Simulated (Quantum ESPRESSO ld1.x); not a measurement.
Task: All-electron atom: K IV in [Ne] 3s2 3p3.75 3d0.25 (fractional occupations, a model configuration). Calculated with ld1.x of Quantum ESPRESSO 7.5: scalar-relativistic Kohn-Sham, relativistic LDA (MacDonald-Vosko exchange, VWN5 correlation), spin-unpolarised, spherical densities, point nucleus. Some entries of the table are withheld. Estimate them.

orbital  occ.  eigenvalue (eV)  <1/r> (bohr^-1)
1s          2         -3549.73            18.65
2s          2         -394.851            3.790
2p          6         -323.181            3.702
3s          2              (1)            1.165
3p       3.75         -55.1376              (2)
3d       0.25         -29.8734           0.8144

Result: 
(1) 3s eigenvalue (eV): -72.5223
(2) 3p <1/r> (bohr^-1): 1.057
